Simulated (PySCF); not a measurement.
**Question.** Give a PBE0-D3(BJ)/def2-SVP geometry of `CN(C)B(O)O`.

**Answer.** 
```xyz
14
C2H8BNO2 angstrom
C     -0.5568    1.2921   -0.4120
N     -0.0778   -0.0608   -0.3396
C     -1.0965   -1.0624   -0.1822
B      1.2971   -0.3827   -0.4178
O      2.2044    0.6467   -0.5586
O      1.6639   -1.7106   -0.3492
H     -1.1070    1.5793    0.5048
H      0.2848    1.9844   -0.5376
H     -1.2502    1.4328   -1.2634
H     -0.6415   -2.0592   -0.1301
H     -1.6843   -0.9017    0.7422
H     -1.8121   -1.0524   -1.0267
H      3.1189    0.3644   -0.6094
H      2.6080   -1.8663   -0.4047
```

Any rigid rotation of these coordinates is as good. Atoms count from 1 in this order. N2 (boron-bound nitrogen) is planar (angles 122.4°, 122.4° and 115.2°, sum 360.0°, 0.00 Å off the plane of its three neighbours). Of the pairs four or more bonds apart, O5···H8 is among the closest relative to their van der Waals radii: 2.34 Å, 86 % of the sum of Bondi's values. O5 (boron-bound oxygen) is bent (angle 114.4°). The 6 heavy atoms lie in one plane (0.004 Å rms).

Bonds between heavy atoms (Å): C1–N2 1.437, N2–C3 1.437, N2–B4 1.414, B4–O5 1.379, B4–O6 1.379.

Computed, not measured: PBE0-D3(BJ)/def2-SVP geometry optimisation, gas phase in PySCF 2.14.0.

Point group: C2v (tolerance 0.08 Å). No frequency check. One conformer, not necessarily the lowest (N2–B4–O5–H 180°, N2–B4–O6–H 180°).

On one thread, Arm Neoverse V1 (aarch64), no GPU (shared host), this took 34 s of wall time and 0.49 GiB of memory at its peak. These figures are those of the optimisation.
